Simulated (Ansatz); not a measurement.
Job for Ansatz (a program for electronic structure): R-RI-MP2/cc-pV(Q+d)Z on CH6AlN (SMILES C[NH][AlH2]), a point of a torsion scan. Files ending in .json are basis or fitting sets from the Basis Set Exchange.

Ansatz 0.2 input:
```yaml
crystal:
  periodic: [false, false, false]
  atoms:
    - {symbol: C, position_ang: [-1.31546855, 0.26376261, 0.23463925]}
    - {symbol: N, position_ang: [-0.06626636, -0.46552306, 0.00428476]}
    - {symbol: Al, position_ang: [1.61129066, 0.10001798, -0.21791104]}
    - {symbol: H, position_ang: [-2.05378148, 0.05090219, -0.54356250]}
    - {symbol: H, position_ang: [-1.10420911, 1.33249124, 0.22347417]}
    - {symbol: H, position_ang: [-1.75270586, 0.00780674, 1.20450836]}
    - {symbol: H, position_ang: [-0.27558151, -1.46184972, -0.01407408]}
    - {symbol: H, position_ang: [2.72241977, -0.34410607, 0.75344525]}
    - {symbol: H, position_ang: [2.00427716, 1.07044969, -1.35116087]}
basis:
  gaussian:
    orbitals: cc-pV_Q+d_Z.json
    fitting: {mean_field: def2-universal-JKFIT, correlation: cc-pVQZ-RIFIT.json}
magnetization: {spin_polarized: false}
correlation: {method: mp2, electrons: outside_noble_gas}
scf: {lower_state_search: off}
```

**Question.** What total energy does the run end on?

**Answer.** -338.2934 hartree.
